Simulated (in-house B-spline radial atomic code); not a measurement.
Results of a calculation; reference values are marked as such.
**Making a Troullier-Martins p channel for Te, r_c = 1.91 bohr**

Te, [Kr] 4d10 5s2 5p4, non-relativistic LDA (VWN5), spherical and spin-unpolarised, from an all-electron radial atomic-structure program (B-spline basis) (atomic units). The all-electron 5p level is ε = -0.226594 hartree, its outermost node lies just inside 1.03 bohr and its outer maximum at 2.19 bohr.

Inside r_c the pseudo-orbital is u(r) = r^2 exp(p(r)), with p = c0 + c2 r² + c4 r⁴ + … + c12 r¹². The seven coefficients follow from p and its first four derivatives at r_c, from zero curvature of the screened potential at the origin, c4 = −c2²/(2l + 5), and from the norm inside r_c. At r_c the all-electron orbital has P = 0.6559706, P' = 0.1946579, the screened potential V = -1.178529, V' = 1.506497, V'' = -2.697867, and the norm inside is Q = 0.2245713.

Problem. What are p, p' and p'' at r_c?

Solution. p = ln(P/r_c^2) = ln(0.6559706/3.6481) = -1.71585. p' = P'/P − 2/r_c = 0.29675 − 1.04712 = -0.75037. The radial equation gives p'' = 2(V − ε) − 2(2) p'/r_c − p'² = -1.90387 − (-1.57146) − 0.56306 = -0.89547. Differentiating, p''' = 2V' + 2(2)p'/r_c² − 2(2)p''/r_c − 2p'p'' = 2.7217, and p'''' = 2V'' − 4(2)p'/r_c³ + 4(2)p''/r_c² − 2(2)p'''/r_c − 2p''² − 2p'p''' = -9.717.

For a trial c2 the five matching conditions are linear in c0, c6, c8, c10 and c12, and c2 is varied until the norm inside r_c equals Q. The root nearest zero gives:

| n | c_n |
| --- | --- |
| 0 | -1.367656 |
| 2 | -0.0904677 |
| 4 | -0.001169201 |
| 6 | 0.0440439 |
| 8 | -0.02761103 |
| 10 | 0.005734951 |
| 12 | -0.0004056319 |

Problem. Check c4 and p(r_c), and find the screened pseudopotential at the origin.

Solution. −c2²/7 = -0.0011692, as listed. The terms c_n r_c^n are -1.36766, -0.33004, -0.01556, 2.13839, -4.89046, 3.70564, -0.95616, which sum to -1.71585. Inverting the radial equation, V_l(r) = ε + 2 p'/r + (p'' + p'²)/2, so V_l(0) = ε + (2l + 3) c2 = -0.226594 + 5 × (-0.0904677) = -0.6789 hartree, finite where the all-electron potential diverges.

Orbitals and screened potentials:

```csv
r (bohr),P,u,V all-electron,V pseudo
0.191,0.1665,0.009261,-134.5,-0.6774
0.478,-0.1865,0.05703,-27.89,-0.6308
0.764,-0.2696,0.1418,-10.58,-0.4791
1.05,0.04389,0.2607,-5.048,-0.3844
1.337,0.3569,0.4102,-2.817,-0.697
1.624,0.5586,0.5615,-1.751,-1.275
1.91,0.656,0.656,-1.179,-1.179
```

Logarithmic derivatives P'/P at R = 2.21 bohr, for energies E around ε:

```tsv
E − ε (hartree)	all-electron	pseudo
-0.5	0.61594	0.610419
-0.25	0.326293	0.324437
-0.1	0.124912	0.12455
0	-0.0242059	-0.0242052
0.1	-0.187829	-0.188316
0.25	-0.467115	-0.471034
0.5	-1.06151	-1.08702
```

Problem. With P(R) = 0.6800386 and a norm of 0.3605745 inside R, what slope in energy does norm conservation fix?

Solution. d(P'/P)/dE = −2 × (norm inside R)/P(R)² = -1.5594 per hartree·bohr at E = ε, for both atoms, since orbital and norm agree at R. Differences over ±0.1 hartree give -1.5637 (all-electron) and -1.5643 (pseudo), which also hold third-order terms. Half a hartree below ε the two curves differ by -0.0055.
